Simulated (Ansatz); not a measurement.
Total energies of SbH2(SiMe3) (C3H11SbSi) from Ansatz at PBE-D4/def2-TZVP, gas phase (1 Eh = 27.2114 eV = 2625.5 kJ/mol). The reference geometry is relaxed at B3LYP-D4/def2-SVP.

```
                 state                      geometry  energy (Eh)
      charge 0 singlet                     reference   -650.44926
      charge 1 doublet                     reference   -650.14239
      charge 1 doublet  relaxed at B3LYP-D4/def2-SVP   -650.16172
free Sb atom (quartet)                             –   -240.20743
 free H atom (doublet)                             –     -0.49962
free Si atom (triplet)                             –   -289.22285
 free C atom (triplet)                             –    -37.79597
```

In the def2 sets Sb takes a core potential; there is no spin–orbit coupling.

**Question.** Work out the vertical ionisation energy to the doublet.

**Answer.** E(charge 1 doublet) − E(charge 0 singlet) = -650.14239 − (-650.44926) = 0.30687 Eh = 8.35 eV. For comparison, −ε of the highest occupied level is 5.68 eV at this level, 2.67 eV less.

**Question.** How much does the charge 1 doublet relax, and what is the adiabatic ionisation energy?

**Answer.** Relaxation: -650.14239 − (-650.16172) = 0.01933 Eh = 0.53 eV. Adiabatic ionisation energy: 0.28754 Eh = 7.82 eV, without zero-point energy. 

**Question.** What is the binding energy per atom against free atoms?

**Answer.** Atoms: 1 × (-240.20743) + 11 × (-0.49962) + 1 × (-289.22285) + 3 × (-37.79597) = -648.31401 Eh. Binding: -648.31401 − (-650.44926) = 2.13525 Eh = 58.10 eV, or 3.63 eV for each of 16 atoms (no zero-point energy, no counterpoise term).
